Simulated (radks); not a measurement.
Spherical quantum dot in the effective-mass picture: electrons in a hard-walled sphere of radius 1.78, all in effective atomic units (hartree* = m*/eps^2 hartree, bohr* = eps/m* bohr), one dielectric constant everywhere. Method: non-relativistic Kohn-Sham, LDA (Slater exchange, Perdew-Wang correlation), spin-polarised, spherical densities; computed with a radial shooting solver with Libxc functionals. Levels are named by radial order and angular momentum (1s, 1p, 1d, 2s, ...), and open shells are averaged over m.

N = 21, configuration 1s2 1p6 1d10 1f(up 3, down 0). This is the lowest configuration that the search found. Occupied and some empty levels:

level    occupation  eigenvalue (hartree*)  <r> (bohr*)
1s up             1                 17.345        1.077
1s down           1                 17.419        1.073
1p up             3                 18.422        1.168
1p down           3                 18.506        1.166
1d up             5                 20.071        1.231
1d down           5                 20.161        1.230
2s up             0                 22.179       0.8255
1f up             3                 22.215        1.278
2s down           0                 22.218       0.8272
1f down           0                 22.309        1.277
1g up             0                 24.816        1.315
1g down           0                 24.911        1.315
2p up             0                 25.158       0.9383
2p down           0                 25.205       0.9384
2d up             0                 28.590        1.016
2d down           0                 28.645        1.016

Energy (hartree*): total 251.876, kinetic 102.95, external 0, Hartree 167.25, exchange-correlation -18.325.
